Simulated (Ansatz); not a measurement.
Energy needed to pull apart CH3AlTe (SMILES [CH2]1[AlH][Te]1), singlet, into free ground-state atoms, from the structure below (displaced at random from a GFN2-xTB minimum); no zero-point or spin–orbit terms; open-shell atoms are treated unrestricted, in their ground-state multiplicity.

C1  (0.136, -0.769, -0.240)
Al2  (0.074, 0.958, 0.686)
Te3  (-1.177, 0.760, -1.468)
H4  (-0.507, -1.629, -0.025)
H5  (0.936, -1.068, -0.918)
H6  (0.554, 1.731, 1.929)
(Å)

Program: Ansatz 0.2.0. Basis: def2-TZVPP. Cores are frozen in the correlated methods. Filled d shells of the heavier atoms are correlated. Core potentials replace the inner electrons of the atoms past krypton. The def2 sets are not built for correlating such inner shells, so the correlated values are less sure here.

| method | atomization energy (kcal/mol) |
| --- | --- |
| SPW92 | 486.6 |
| PBE-D4 | 433.2 |
| r2SCAN-D4 | 428.0 |
| PBE0-D4 | ? |
| r2SCAN0-D4 | 420.1 |
| wB97M-V | 421.6 |
| HF | ? |
| MP2 | 420.8 |
| CCSD | 404.2 |
| CCSD(T) | 414.1 |

(1) What does HF give? (Judge from chemistry; the value comes from the calculation.)

(2) What does PBE0-D4 give? (An estimate is asked for; the value comes from the calculation.)

No T1 diagnostic of these runs exceeds 0.014.

Answers

(1) The calculation gives: 296.3 kcal/mol, which is about 117.7 kcal/mol less than CCSD(T)/def2-TZVPP.

(2) By the calculation: 424.9 kcal/mol, which is about 10.8 kcal/mol more than CCSD(T)/def2-TZVPP.

In triple zeta the MP2 and coupled-cluster atomization energies are still short of their basis limit by a few kcal/mol a bond, whereas those of the functionals are nearly converged, so these differences are not deviations from converged CCSD(T).

For scale, one of the runs: CCSD(T)/def2-TZVPP forces, 165 basis functions (an equivalent command: `ansatz run in.yaml --threads 4`). Hardware: 4 CPU threads, shared host. Wall time 120 s; peak host memory 2.6 GiB.
